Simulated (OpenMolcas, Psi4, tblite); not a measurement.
GeSiH5Cl (SMILES [SiH3][GeH2][Cl]): methods side by side

The species is GeSiH5Cl (8 atoms), meant as a singlet with charge 0. SMILES: `[SiH3][GeH2][Cl]`. The coordinates come from a PBE0-D4/def2-TZVP relaxation.

Each level gives the dipole moment (D). The values are calculated.

| level | kind | program | value (D) | CPU time |
| --- | --- | --- | --- | --- |
| IPEA1-xTB | semi-empirical | tblite | 3.08 | 2.1 s |
| HF/def2-SVP | Hartree–Fock | OpenMolcas | 2.34 | 12 s |
| SVWN5/def2-SVP | LDA | OpenMolcas | 1.88 | 26 s |
| revPBE/def2-SVP | GGA | OpenMolcas | 1.90 | 48 s |
| r2SCAN/def2-SVP | meta-GGA | OpenMolcas | 2.06 | 72 s |
| PBE0/def2-SVP | global hybrid | OpenMolcas | 2.06 | 56 s |
| TPSSh-D3(BJ)/def2-SVP (density fitting) | hybrid meta-GGA | Psi4 | 2.04 | 26 s |

All-electron rows without a relativistic Hamiltonian named are non-relativistic. The values span 1.88 to 3.08 D. Magnitudes only. CPU times are rough (shared hosts, several kinds of processor and program).
